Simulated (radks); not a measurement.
Values are calculated unless marked as measured or tabulated.
Valence configurations of neutral tellurium (all share [Kr]). Level of theory: non-relativistic Kohn-Sham, BLYP, spin-unpolarised, spherical densities, point nucleus; relativity is left out, which matters for an element this heavy (a radial shooting solver on a logarithmic mesh with Libxc functionals). Energies are relative to 4d10 5s2 5p4; eigenvalues in eV.

| valence | E (eV) | e(4d) | e(5p) | e(5s) |
|---|---|---|---|---|
| 4d10 5s2 5p4 | 0.000 | -43.478 | -5.849 | -13.825 |
| 4d10 5s1.5 5p4.5 | 4.008 | -44.055 | -6.089 | -14.144 |
| 4d10 5s1 5p5 | 8.055 | -44.619 | -6.321 | -14.453 |
| 4d9.5 5s2 5p4.5 | 19.486 | -46.686 | -6.369 | -14.678 |
| 4d9 5s2 5p5 | 40.317 | -49.890 | -6.884 | -15.514 |
| 4d9 5s1 5p6 | 49.015 | -50.953 | -7.327 | -16.092 |
| 4d8 5s2 5p6 | 86.014 | -56.294 | -7.905 | -17.142 |

NIST lists [Kr] 4d10 5s2 5p4 as the ground configuration; this level of theory agrees among the configurations tried. The energies are those of spherical spin-averaged densities, not of single terms. Relativity is left out, which favours d and f over s occupation in heavy atoms.
